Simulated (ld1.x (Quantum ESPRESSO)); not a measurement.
**What one change does to a pseudopotential (aluminium (Al), RRKJ)**

- Element: Al
- Generator: ld1.x (Quantum ESPRESSO) 7.5
- Type: norm-conserving RRKJ (Kleinman–Bylander form)
- Functional: PBE
- Relativity: fully relativistic
- Frozen core: [Ne]
- Valence charge: 3
- Reference configuration: 3s1 3p0 (charge +2)
- Partial waves: 3p (bound, empty): rc 1.85 bohr; 3d channel at 0.4 Ry: rc 2.00 bohr; 3s (bound): rc 2.10 bohr
- Local potential: the s channel
- Core correction: Bessel-smoothed model core inside 1.85 bohr
- rho0: 0.01

Open shells are filled in proportion to 2j + 1 (rel_dist='average').

Change: reference 3s2 3p0.5.

Cutoffs: the cutoffs (Ry, on a coarse ladder) from which the occupation-weighted sum of valence levels, in a spherical-Bessel basis at the reference potential, stays within 10 and 1 mRy of its value at 400 Ry; they do not see the model core or the augmentation charge, which bear on the density cutoff. Errors are all-electron minus pseudo energies relative to the spin-unpolarised reference configuration.

Task: What does the change do?

Result: The potential gets harder (10 Ry and 25 Ry → 10 Ry and 30 Ry); the range in which the s phases agree widens (upper end 1.6 → 2.6); neither file shows a bound ghost.

```csv
quantity,base,changed
"cutoff, loose",10 Ry,10 Ry
"cutoff, tight",25 Ry,30 Ry
bound ghosts,none,none
"largest error over its own tests, meV",+79,+35
s: phases at 2.29 bohr within 0.05 rad from the reference energy up to (Ry; the scan ends near 5),1.6,2.6
p1/2: phases at 2.29 bohr within 0.05 rad from the reference energy up to (Ry; the scan ends near 5),1.4,1.8
p3/2: phases at 2.29 bohr within 0.05 rad from the reference energy up to (Ry; the scan ends near 5),1.3,1.6
d3/2: phases at 2.29 bohr within 0.05 rad from the reference energy up to (Ry; the scan ends near 5),3.6,4.4
d5/2: phases at 2.29 bohr within 0.05 rad from the reference energy up to (Ry; the scan ends near 5),3.6,4.4
```
